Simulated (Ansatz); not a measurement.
System: sum formula SiOBr3 (charge 0, doublet). It need not be the lowest isomer of its formula. SMILES: Br[Si]([O])(Br)Br
Geometry: optimised at B3LYP-D3(BJ)/def2-TZVP (Ansatz, a quantum-chemistry and plane-wave program).

Computed values are from Ansatz. Cores are frozen in the correlated levels unless marked. Open shells are spin-unrestricted. Spin-orbit coupling is left out. Frozen are the shells of the preceding noble gas and the d and f shells that filled before the atom's block. No relativistic terms. CBS(X,Y): correlation extrapolated as X^-3; Hartree-Fock from the larger set. The bracket is a focal-point correction in the basis named.

What is the atomisation energy De at RI-MP2/CBS(def2-TZVPP,def2-QZVPP)+[CCSD(T)-MP2]/def2-TZVPP?

1424.5 kJ/mol.

What is the T1 diagnostic at CCSD/def2-TZVPP?

0.020.

What is the dipole moment at CCSD(T)/def2-SVPD?

1.16 D.

What is the total energy at RI-MP2/CBS(def2-TZVPP,def2-QZVPP)+[CCSD(T)-MP2]/def2-TZVPP?

-8082.3900 Eh.
